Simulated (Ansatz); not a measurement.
**C3H7BO: structure from calculated spectroscopic constants**

These gas-phase data were calculated for one isomer of C3H7BO at B3LYP-D3(BJ)/def2-SVP (harmonic, unscaled wavenumbers; equilibrium rotational constants with average atomic masses):

| Property | Result |
| --- | --- |
| rotational constants | 9.799, 4.244, 3.197 GHz |
| all wavenumbers above 1500 cm⁻¹ | 3826, 3112, 3102, 3089, 3050, 3044, 3038 |

Candidates:

(1) `CB1O[C@@H]1C`, a singlet
(2) `OB1CCC1`, a singlet

Q: Assign the data to one candidate and say why.

A: Candidate (2). The band at 3826 cm⁻¹ lies where the O–H stretch is expected; (1) has no mode between 3300 and 4000 cm⁻¹.

The same quantities for all candidates:

```tsv
	rotational constants (GHz)	wavenumbers above 1500 cm⁻¹	E above the lowest, B3LYP-D3(BJ)/def2-SVP (kcal/mol)
(1)	11.45, 3.222, 2.817	3128, 3119, 3101, 3101, 3095, 3029, 3021, 1612	13.9
(2)	9.799, 4.244, 3.197	3826, 3112, 3102, 3089, 3050, 3044, 3038	0.0
```

Each candidate is one conformer. Programs: Ansatz 0.2.0.
